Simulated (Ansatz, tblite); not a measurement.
Removing and adding an electron: W(NH)2Cl2 (WN₂Cl₂H₂). The state is a singlet with charge 0. Geometry: PBE-D4/def2-SVP. Ansatz, gas phase; energy differences of separate SCF runs; the oxidised species was run as a doublet alone; the reduced species was run as a doublet alone.

Cartesian coordinates in Å:
```
W -0.1987 0.3510 0.2847
N -0.2895 0.2980 -1.4688
H -0.1045 -0.1040 -2.3932
N 0.7067 -1.0356 0.8705
H 1.2403 -1.9042 0.7651
Cl -2.3491 0.1562 1.0892
Cl 0.9948 2.2385 0.8526
```

In the def2 sets W takes a core potential; there is no spin–orbit coupling. The xTB rows come from tblite.

```json
{"level": "GFN2-xTB", "−HOMO (eV)": "10.81", "vertical IE (eV)": "13.76", "−LUMO (eV)": "8.40", "vertical EA (eV)": "5.81", "HOMO–LUMO gap (eV)": "2.41", "IE − EA (eV)": "7.95", "remarks": "–"}
{"level": "PBE-D4/def2-TZVPD", "−HOMO (eV)": "6.97", "vertical IE (eV)": "–", "−LUMO (eV)": "3.28", "vertical EA (eV)": "0.66", "HOMO–LUMO gap (eV)": "3.69", "IE − EA (eV)": "–", "remarks": "HOMO above zero (-1 doublet)"}
{"level": "r2SCAN-D4/def2-TZVP", "−HOMO (eV)": "7.23", "vertical IE (eV)": "9.87", "−LUMO (eV)": "3.14", "vertical EA (eV)": "–", "HOMO–LUMO gap (eV)": "4.08", "IE − EA (eV)": "–", "remarks": "–"}
{"level": "PBE0-D4/def2-TZVPD", "−HOMO (eV)": "8.28", "vertical IE (eV)": "–", "−LUMO (eV)": "2.55", "vertical EA (eV)": "0.92", "HOMO–LUMO gap (eV)": "5.73", "IE − EA (eV)": "–", "remarks": "HOMO above zero (-1 doublet)"}
```

(1) Estimate the rows for GFN1-xTB, PBE-D4/def2-TZVP, r2SCAN-D4/def2-TZVPD, PBE0-D4/def2-TZVP.

Results:

(1) 
```
               level  −HOMO (eV)  vertical IE (eV)  −LUMO (eV)  vertical EA (eV)  HOMO–LUMO gap (eV)  IE − EA (eV)                       remarks
            GFN1-xTB       11.71             14.49        7.95              5.22                3.75          9.27                             –
    PBE-D4/def2-TZVP        6.91              9.74        3.19                 –                3.72             –                             –
r2SCAN-D4/def2-TZVPD        7.25                 –        3.19              0.73                4.06             –  HOMO above zero (-1 doublet)
   PBE0-D4/def2-TZVP        8.24             10.04        2.48                 –                5.76             –                             –
```

   A HOMO above zero means that the electron is unbound at that level or that self-interaction error raises the level; the energy of removing that electron tells which. Raw xTB energy differences between charge states are shifted by several eV; the methods need an empirical correction for them.
